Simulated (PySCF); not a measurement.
## Vertical excitation energies

Species: C6H11Cl3.
Atom-mapped SMILES: `[CH3:1][C:2]([CH3:3])([CH3:4])[CH2:5][C:6]([Cl:7])([Cl:8])[Cl:9]` (hydrogens: H10, H11, H12 on C1; H13, H14, H15 on C3; H16, H17, H18 on C4; H19, H20 on C5)

Theory: TDDFT CAM-B3LYP/def2-SVPD, vertical, gas phase, core orbitals frozen in the response (PySCF 2.14.0, density-fitted response routines). Geometry: PBE0-D3(BJ)/def2-SVP; no solvent, vibrations or thermal averaging. Torsions of this conformer, `[CH3:1][C:2]([CH3:3])([CH3:4])[CH2:5][C:6]([Cl:7])([Cl:8])[Cl:9]`: C1–C2–C5–C6 -160°, C2–C5–C6–Cl7 -170°.

Q: List the vertical singlet excitations with oscillator strengths and describe the spectrum.

A: 

```csv
state,E (eV),E (kJ/mol),λ (nm),f,|μ| (D),"main configurations (H = HOMO, L = LUMO)"
S1,6.48,625,191.5,0.0003,0.12,H→L (85%)
S2,6.76,652,183.4,0.0084,0.57,"H-2→L (50%), H-3→L (14%), H-1→L (10%)"
S3,6.81,657,182.0,0.0093,0.60,"H-1→L (37%), H-2→L (22%), H-3→L (13%)"
S4,6.98,674,177.6,0.0048,0.43,"H-3→L (36%), H-1→L (20%)"
S5,7.19,694,172.5,0.0064,0.48,"H→L+1 (42%), H-7→L (14%), H→L+3 (10%)"
S6,7.33,707,169.1,0.0081,0.54,"H→L+2 (30%), H-2→L+2 (12%), H-6→L (11%)"
S7,7.82,755,158.5,0.0074,0.50,"H-1→L+1 (40%), H→L+1 (10%), H-1→L (9%)"
S8,7.87,760,157.5,0.0078,0.51,"H-2→L+1 (33%), H-2→L+2 (17%), H-3→L (10%)"
S9,7.93,765,156.4,0.0007,0.15,"H→L+2 (29%), H-2→L+1 (17%)"
S10,7.98,770,155.3,0.0042,0.37,"H-1→L+2 (38%), H-2→L+2 (13%)"
```

Triplets, Tamm–Dancoff:

```json
{"state": "T1", "E (eV)": "5.84", "λ (nm)": "212.2", "main configurations (H = HOMO, L = LUMO)": "H→L (76%)"}
{"state": "T2", "E (eV)": "6.04", "λ (nm)": "205.3", "main configurations (H = HOMO, L = LUMO)": "H-2→L (41%), H-3→L (13%), H-1→L (11%)"}
{"state": "T3", "E (eV)": "6.09", "λ (nm)": "203.7", "main configurations (H = HOMO, L = LUMO)": "H-1→L (26%), H-2→L (22%), H-3→L (12%)"}
{"state": "T4", "E (eV)": "6.29", "λ (nm)": "197.1", "main configurations (H = HOMO, L = LUMO)": "H-3→L (26%), H-1→L (18%)"}
```

The lowest singlet lies at 6.48 eV (191 nm, vacuum ultraviolet) and is dark (f under 0.0005); its leading configuration is HOMO→LUMO (85%). The largest oscillator strength of a single state is 0.0093. Löwdin shares by element: HOMO chlorine 97%; LUMO chlorine 74%, carbon 22% or more. The oscillator strengths of these states sum to 0.058; summed over the whole spectrum of an exact calculation they would give the number of electrons, 98 (Thomas–Reiche–Kuhn). Orbital energies (eV): HOMO-3 -10.41, HOMO-2 -10.30, HOMO-1 -10.19, HOMO -10.05, LUMO 0.31, LUMO+1 0.89, LUMO+2 1.11. Of the 10 states listed, none reaches f = 0.01 and 1 stays under 0.0005. The window holds the lowest 10 singlets.
